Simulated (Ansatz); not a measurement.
## Ligand exchange: GeH(SH)3 + Ga(SH)3 → Ge(SH)4 + GaH(SH)2

Species: GeH(SH)3, singlet; Ga(SH)3, singlet; Ge(SH)4, singlet; GaH(SH)2, singlet. The partners trade H for SH: Ge–H and Ga–SH bonds give way to Ge–SH and Ga–H.

Shapes, held fixed at every level: PBE0-D4/def2-TZVP. Flexible molecules stand in one conformer, not always the lowest. Programs: Ansatz 0.2.0. Electronic energies: no zero-point or thermal term.

```json
{"level": "HF/def2-TZVPP", "kind": "Hartree–Fock", "ΔE (kJ/mol)": "+40.6", "less CCSD(T)/def2-TZVPP": "+7.4"}
{"level": "PBE-D4/def2-TZVPP", "kind": "GGA", "ΔE (kJ/mol)": "+27.4", "less CCSD(T)/def2-TZVPP": "-5.8"}
{"level": "r2SCAN-D4/def2-TZVPP", "kind": "meta-GGA", "ΔE (kJ/mol)": "+30.9", "less CCSD(T)/def2-TZVPP": "-2.3"}
{"level": "PBE0-D4/def2-TZVPP", "kind": "global hybrid", "ΔE (kJ/mol)": "+30.5", "less CCSD(T)/def2-TZVPP": "-2.7"}
{"level": "wB97X-V/def2-TZVPP", "kind": "range-separated hybrid", "ΔE (kJ/mol)": "+31.7", "less CCSD(T)/def2-TZVPP": "-1.5"}
{"level": "B2PLYP/def2-TZVPP", "kind": "double hybrid", "ΔE (kJ/mol)": "+33.2", "less CCSD(T)/def2-TZVPP": "0.0"}
{"level": "CCSD/def2-TZVPP", "kind": "coupled cluster or CI", "ΔE (kJ/mol)": "+34.9", "less CCSD(T)/def2-TZVPP": "+1.7"}
{"level": "CCSD(T)/def2-TZVPP", "kind": "coupled cluster or CI", "ΔE (kJ/mol)": "+33.2", "less CCSD(T)/def2-TZVPP": "0.0"}
```

The highest level, CCSD(T)/def2-TZVPP, gives ΔE = +33.2 kJ/mol; the levels span +27.4 to +40.6. The column of differences is taken from that level and isn't an error. No measured value is set beside it here. Relativity is left out for Ga, Ge. Outer-core shells of Ga, Ge are correlated in most correlated rows, in sets that cover them unevenly.
